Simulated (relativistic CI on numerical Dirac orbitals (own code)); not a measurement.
Electric-dipole transitions in Ge³⁰⁺

Calculated at this level of theory: Dirac-Coulomb-Breit CI, orbitals from a KLI potential per configuration, model QED (radiative potential, 1s self-energy scaled to tabulated hydrogen-like ionisation energies), unscaled Slater integrals (own radial code, finite nucleus).

Configurations in the expansion: 1s2, 1s 2s, 1s 2p, 1s 3s, 1s 3p, 1s 3d, 1s 4s, 1s 4p, 1s 4d, 1s 4f, 1s 5s, 1s 5p, 1s 5d, 1s 5f, 1s 5g, 1s 6s, 1s 6p, 1s 6d. Levels of other configurations are missing.

```tsv
λ vac (Å)	Lower	Upper	A (s⁻¹)	log gf	S velocity/length
1.2062	1s2 1S_0 [1]	1s 2p 1P°_1 [7]	9.99e+14	-0.18	1.00
6.6051	1s 2p 3P°_1 [4]	1s 3d 3D_2 [13]	4.68e+13	0.18	1.00
6.7267	1s 2p 3P°_2 [6]	1s 3d 3D_3 [16]	6.02e+13	0.46	1.00
6.8052	1s 2p 1P°_1 [7]	1s 3d 1D_2 [17]	5.24e+13	0.26	1.00
18.922	1s 3p 3P°_1 [11]	1s 4d 3D_2 [23]	4.99e+12	0.13	1.00
19.204	1s 3p 3P°_2 [12]	1s 4d 3D_3 [26]	6.48e+12	0.40	1.00
19.358	1s 3d 3D_2 [13]	1s 4f 3F°_3 [27]	1.19e+13	0.67	1.00
19.362	1s 3d 3D_1 [14]	1s 4f 3F°_2 [28]	1.08e+13	0.48	1.00
19.378	1s 3p 1P°_1 [15]	1s 4d 1D_2 [29]	5.78e+12	0.21	1.00
19.455	1s 3d 3D_3 [16]	1s 4f 3F°_4 [30]	1.27e+13	0.81	1.00
19.466	1s 3d 1D_2 [17]	1s 4f 1F°_3 [31]	1.21e+13	0.68	1.00
41.511	1s 4p 3P°_2 [22]	1s 5d 3D_3 [40]	1.35e+12	0.39	1.00
41.804	1s 4d 3D_2 [23]	1s 5f 3F°_3 [41]	2.22e+12	0.61	1.00
41.809	1s 4d 3D_1 [24]	1s 5f 3F°_2 [42]	2.01e+12	0.42	1.00
41.981	1s 4d 3D_3 [26]	1s 5f 3F°_4 [44]	2.39e+12	0.75	1.00
42.000	1s 4f 3F°_3 [27]	1s 5g 3G_4 [45]	3.80e+12	0.96	1.00
42.006	1s 4f 3F°_2 [28]	1s 5g 3G_3 [46]	3.62e+12	0.83	1.00
42.008	1s 4d 1D_2 [29]	1s 5f 1F°_3 [47]	2.27e+12	0.62	1.00
42.087	1s 4f 3F°_4 [30]	1s 5g 3G_5 [48]	3.93e+12	1.06	1.00
42.092	1s 4f 1F°_3 [31]	1s 5g 1G_4 [49]	3.82e+12	0.96	1.00
```

Terms are leading LS components. Brackets give the number of a level in order of energy, since labels repeat. The list gives strong lines, with weight on those to low levels. Levels whose partners in the same complex of configurations lie outside the list can be far off, and so can their lines. Rates are taken at the computed energies, electric ones in the length gauge. A velocity-to-length ratio far from 1 marks an uncertain rate.

At this charge energies of transitions that change n are usually good to better than 1 %, and those within a shell (Δn = 0) to a few per cent.

Problem. From the table, what is the radiative lifetime of 1s 2p 1P°_1?

Solution. The listed rates from this level add up to about 9.99e+14 s⁻¹, 100 % of its decay; with all channels τ = 1.00e-15 s.

LS names give the leading component of a level, which can be under half, so a name can repeat, a term be missing and a line seem to break the LS rules.
